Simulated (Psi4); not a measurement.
CHCl2, doublet, at a GFN2-xTB geometry; Psi4 with SVWN/aug-cc-pVDZ.

Psi4 was given this input:
```
memory 2 GB

molecule mol {
0 2
  C     0.142773   -0.008963    0.683594
  Cl   -0.047223    1.456210   -0.146080
  Cl   -0.053449   -1.451828   -0.182907
  H     0.854782   -0.020714    1.491206
}

set basis aug-cc-pvdz
set reference uks
set s_tolerance 1e-4
set s_orthogonalization canonical

energy('svwn')
print_variables()
```

The log (banner, timings and long lists left out):

```
   => Loading Basis Set <=

    Name: AUG-CC-PVDZ
    Role: ORBITAL
    Keyword: BASIS

         ---------------------------------------------------------
                                   SCF
               by Justin Turney, Rob Parrish, Andy Simmonett
                          and Daniel G. A. Smith
                              UKS Reference
         ---------------------------------------------------------

  ==> Geometry <==

    Molecular point group: c1
    Full point group: C1

    Geometry (in Angstrom), charge = 0, multiplicity = 2:

       Center              X                  Y                   Z               Mass
    ------------   -----------------  -----------------  -----------------  -----------------
         C            0.154173706415    -0.009262008574     0.705274435265    12.000000000000
         CL          -0.035822293585     1.455910991426    -0.124399564735    34.968852682000
         CL          -0.042048293585    -1.452127008574    -0.161226564735    34.968852682000
         H            0.866182706415    -0.021013008574     1.512886435265     1.007825032230

  Running in c1 symmetry.

  Rotational constants: A =      1.55352  B =      0.11384  C =      0.10633 [cm^-1]
  Rotational constants: A =  46573.45472  B =   3412.95618  C =   3187.62701 [MHz]
  Nuclear repulsion =  126.795119349351779

  Charge       = 0
  Multiplicity = 2
  Electrons    = 41
  Nalpha       = 21
  Nbeta        = 20

  ==> Algorithm <==

  SCF Algorithm Type is DF.
  DIIS enabled.
  MOM disabled.
  Fractional occupation disabled.
  Guess Type is SAD.
  Energy threshold   = 1.00e-06
  Density threshold  = 1.00e-06
  Integral threshold = 1.00e-12

  ==> Primary Basis <==

  Basis Set: AUG-CC-PVDZ
    Blend: AUG-CC-PVDZ
    Number of shells: 36
    Number of basis functions: 86
    Number of Cartesian functions: 92
    Spherical Harmonics?: true
    Max angular momentum: 2

  ==> DFT Potential <==

   => LibXC <=

    Version 7.1.2
    S. Lehtola, C. Steigemann, M. J. T. Oliveira, and M. A. L. Marques,  SoftwareX 7, 1–5 (2018) (10.1016/j.softx.2017.11.002)

   => Composite Functional: SVWN <=

    Slater exchange
    Vosko, Wilk & Nusair (VWN5_RPA)
    P. A. M. Dirac,  Math. Proc. Cambridge Philos. Soc. 26, 376 (1930) (10.1017/S0305004100016108)
    F. Bloch,  Z. Phys. 57, 545 (1929) (10.1007/BF01340281)
    S. H. Vosko, L. Wilk, and M. Nusair,  Can. J. Phys. 58, 1200 (1980) (10.1139/p80-159)

    Deriv               =              1
[...]
      Ntotal   =   41.0000028367 ; deviation = 2.837e-06

   @Spin Contamination Metric:   1.750185883E-03
   @S^2 Expected:                7.500000000E-01
   @S^2 Observed:                7.517501859E-01
   @S   Expected:                5.000000000E-01
   @S   Observed:                5.000000000E-01

    Orbital Energies [Eh]
    ---------------------

    Alpha Occupied:

[...]
    Alpha Virtual:

[...]
    Beta Occupied:

[...]
    Beta Virtual:

[...]
    Final Occupation by Irrep:
              A
    DOCC [    20 ]
    SOCC [     1 ]
    NA   [    21 ]
    NB   [    20 ]

  @DF-UKS Final Energy:  -956.55566666539846

   => Energetics <=

    Nuclear Repulsion Energy =            126.7951193493517792
    One-Electron Energy =               -1573.9688713679297507
    Two-Electron Energy =                 550.3314588489640755
    DFT Exchange-Correlation Energy =     -59.7133734957846443
    Empirical Dispersion Energy =           0.0000000000000000
    VV10 Nonlocal Energy =                  0.0000000000000000
    Total Energy =                       -956.5556666653984621

  UHF NO Occupations:
  HONO-2 :   19  A 1.9998219
  HONO-1 :   20  A 1.9996495
  HONO-0 :   21  A 1.0000000
  LUNO+0 :   22  A 0.0003505
  LUNO+1 :   23  A 0.0001781
  LUNO+2 :   24  A 0.0001629
  LUNO+3 :   25  A 0.0001522

Computation Completed

Properties will be evaluated at   0.000000,   0.000000,   0.000000 [a0]

Properties computed using the SCF density matrix

 Multipole Moments:

 ------------------------------------------------------------------------------------
     Multipole            Electronic (a.u.)      Nuclear  (a.u.)        Total (a.u.)
 ------------------------------------------------------------------------------------

 L = 1.  Multiply by 2.5417464519 to convert [e a0] to [Debye]
 Dipole X            :         -0.6369056            0.8833052            0.2463996
 Dipole Y            :          0.0197802           -0.0231630           -0.0033828
 Dipole Z            :         -1.4544175            1.6797565            0.2253390
 Magnitude           :                                                    0.3339189

 ------------------------------------------------------------------------------------

  Variable Map:
  ----------------------------------------------------------------------------
[...]
  Array Variable Map:
  ----------------------------------------------------------------------------
[...]
[...]
```
